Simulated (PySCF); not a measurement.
Compound: C5H12Si.
SMILES with atom numbers: `[CH3:1][C@H:2]1[CH2:3][CH2:4][SiH2:5][CH2:6]1` (hydrogens: H7, H8, H9 on C1; H10 on C2; H11, H12 on C3; H13, H14 on C4; H15, H16 on Si5; H17, H18 on C6)

Theory: TDDFT wB97X-D/def2-SVPD, vertical, gas phase, core orbitals frozen in the response (PySCF). Isolated species at its PBE0-D3(BJ)/def2-SVP geometry (one conformer only).

Frontier orbitals with the atoms that hold most of them (Löwdin shares over 4%, at most four atoms; ? is withheld):

| orbital | ε (eV) | atoms |
| --- | --- | --- |
| HOMO-3 | -10.87 | C2 20%, C3 19%, H10 10%, H11 9% |
| HOMO-2 | -10.81 | Si5 28%, H16 20%, H15 16%, C6 10% |
| HOMO-1 | -10.32 | Si5 23%, C4 13%, C6 12%, C3 10% |
| HOMO | -9.94 | ? |
| LUMO | ? | ? |
| LUMO+1 | 2.42 | Si5 28%, C4 11%, H15 10%, H16 10% |
| LUMO+2 | 2.80 | Si5 34%, H15 11%, C1 9%, H16 8% |

Q: Which atoms hold the LUMO, and with what shares?

A: Si5 (bonded to 2 C and 2 H) 25%; C1 (bonded to C and 3 H) 8%; C6 (bonded to C, Si and 2 H) 7%; C3 (bonded to 2 C and 2 H) 7%. By element: silicon 25%, carbon 22% or more.

Q: Give the leading atoms of the HOMO.

A: C6 (bonded to C, Si and 2 H) 25%; C4 (bonded to C, Si and 2 H) 23%; Si5 (bonded to 2 C and 2 H) 22%; C2 (bonded to 3 C and H) 5%. By element: carbon 52% or more, silicon 22%.

Q: What is the LUMO energy, and the HOMO–LUMO gap?

A: ε(LUMO) = 2.18 eV; the gap is 12.13 eV (0.4457 hartree).

Q: The HOMO–LUMO gap is 12.13 eV. Where does the response calculation put the lowest singlet, and from which orbitals?

A: S1 is at 7.88 eV (f = 0.014), 4.25 eV below the gap, made of HOMO→LUMO (82%). 

Q: One configuration dominates each of S1 and S2. Which, and how do the shares of the two leading atoms of either orbital change from the occupied to the empty one?

A: 
- S1 (7.88 eV, f 0.014), HOMO→LUMO (82%): C6 25% → 7%, C4 23% → at most 8%, Si5 22% → 25%, C1 at most 5% → 8%
- S2 (8.14 eV, f 0.105), HOMO→LUMO+1 (79%): C6 25% → at most 10%, C4 23% → 11%, Si5 22% → 28%

Löwdin shares depend on the basis, the more so with diffuse functions.
